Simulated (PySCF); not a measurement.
BHN, SMILES B=[N] (connectivity only; charge and spin as stated), charge -1, multiplicity 1.

The structure is a stationary point at B3LYP-D3(BJ)/def2-TZVPD. The multiplicity is an assumed one; other spin states were not compared. The isomer is the one that the SMILES or the coordinates give; other isomers of the formula were not compared.

The numbers are results of B3LYP-D3(BJ)/def2-TZVPD (PySCF), not measurements.

No scaling factor is applied to the harmonic values.

Modes within 1.5 cm⁻¹ of each other (mostly degenerate sets) share a row, with their intensities summed.

```csv
mode,ν (cm⁻¹),IR (km/mol),Raman (Å⁴/amu),depolarisation,moving atoms (share of kinetic energy)
1–2,664,19.9,21.2,0.75,"H 71 %, B 25 %"
3,1749,0.2,228.7,0.01,"N 44 %, B 42 %, H 14 %"
4,2730,84.2,56.7,0.75,"H 82 %, B 16 %"
```
